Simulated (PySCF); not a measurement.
All values below come from ωB97X-D3(BJ)/def2-TZVP // PBE0-D3(BJ)/def2-TZVP (PySCF). Gas-phase values, no solvent. Excitations are Tamm–Dancoff values on a coarser integration grid. The basis has no diffuse functions, so Rydberg states are missing or too high.

Reference species (SMILES): `[H]/N=C/C` (neutral, multiplicity 1).

The HOMO–LUMO gap is 12.50 eV. The brightest of the four lowest singlets (TDA) is 8.91 eV.

Changed species: `N(C)=C`.

### Question
Predict the effect on the HOMO–LUMO gap and brightest of the four lowest singlets (TDA).

### Answer
the HOMO–LUMO gap drops by 0.58 eV, to 11.92 eV; the brightest of the four lowest singlets (TDA) decreases by 0.24 eV, to 8.67 eV.
